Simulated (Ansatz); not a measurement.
Molecule: sum formula SiH$_{2}$F, net charge -1, singlet state. It need not be the lowest isomer of its formula. Whether it binds its extra electron was not tested at this geometry. 
Structure (B3LYP-D3(BJ)/def2-TZVP (Ansatz, an electronic-structure program) minimum search):
```xyz
4

Si    -0.5702     0.1959     0.0418
F      1.0980    -0.1301    -0.1330
H     -1.1081    -1.0163    -0.7766
H     -0.7914    -0.5563     1.3886
```
Charge -1, spin multiplicity 1.

Basis-set convergence of Hartree-Fock and MP2 correlation energies (hartree) with Ansatz. Valence correlation only, unless marked. No spin-orbit coupling. No relativistic terms.

```
basis        functions       E(HF)  E(corr, MP2)
-----------  ---------  ----------  ------------
def2-SVPD           63  -389.38892      -0.31478
def2-TZVPPD        122  -389.61390      -0.39414
def2-QZVPPD        208  -389.62798      -0.42697
```

Extrapolating the two largest sets (X = 3 and 4) as X^-3: E(corr) = (64·(-0.42697) - 27·(-0.39414))/37 = -0.4509 Eh, an estimate of the basis-set limit. The largest set recovers 94.7 % of it, the smallest 69.8 %.
